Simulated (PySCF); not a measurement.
**Mayer bond orders and bond lengths**

Species: C4H3Cl2NSi.
Numbering: `[N:1]#[C:2][CH:3]=[C:4]=[CH:5][SiH:6]([Cl:7])[Cl:8]` (hydrogens: H9 on C3; H10 on C5; H11 on Si6)

Structure used (GFN2-xTB), in Å, numbered top down from 1:
```
atom  x, y, z in Å
N1     3.199    1.278   -1.515
C2     2.594    0.772   -0.684
C3     1.865    0.154    0.351
C4     0.722   -0.438    0.127
C5    -0.443   -0.950   -0.094
Si6   -2.061    0.029    0.036
Cl7   -1.694    1.783    0.950
Cl8   -3.348   -1.079    1.123
H9     2.315    0.182    1.335
H10   -0.522   -1.993   -0.369
H11   -2.623    0.265   -1.285
```

Bond orders from the PBE0/pcSseg-1 density (PySCF). Isolated species at its GFN2-xTB geometry (one conformer only).

(1) How far do the computed orders between heavy atoms stray from the drawn ones?

(2) Give the Mayer order of every bond, beside its length.

Results:

(1) The largest departure is 0.200, at C3–C4 (drawn double, 1.800). Drawn single, order below 0.88: C5–Si6 (0.824).

(2) 
| bond | drawn as | length (Å) | Mayer order |
| --- | --- | --- | --- |
| N1–C2 | triple | 1.146 | 3.001 |
| C2–C3 | single | 1.408 | 1.091 |
| C3–C4 | double | 1.307 | 1.800 |
| C4–C5 | double | 1.292 | 2.041 |
| C5–Si6 | single | 1.895 | 0.824 |
| Si6–Cl7 | single | 2.012 | 1.055 |
| Si6–Cl8 | single | 2.016 | 1.027 |
| C3–H9 | single | 1.082 | 0.890 |
| C5–H10 | single | 1.082 | 0.871 |
| Si6–H11 | single | 1.455 | 0.930 |

Bonds between the same two heavy elements. C–C: lowest C2–C3 (1.091, 1.408 Å), highest C4–C5 (2.041, 1.292 Å). Cl–Si: lowest Si6–Cl8 (1.027, 2.016 Å), highest Si6–Cl7 (1.055, 2.012 Å).

**Question.** Sum the orders of all bonds at each heavy atom with more than one neighbour and set the sums beside the valence in the SMILES.

**Answer.** C2 4.092 (drawn 4), C3 3.781 (drawn 4), C4 3.841 (drawn 4), C5 3.736 (drawn 4), Si6 3.836 (drawn 4). Orders between atoms that aren't bonded are not in these sums.

The Mayer order sums products of elements of PS (density times overlap matrix) between the two atoms' basis functions, so it depends on the basis set.

These values come from a run that also computed NMR shieldings. Time: 42 s wall; peak memory 0.75 GiB. Hardware: Arm Neoverse N1, one thread, shared host with 64 logical CPUs at a one-minute load of 58.
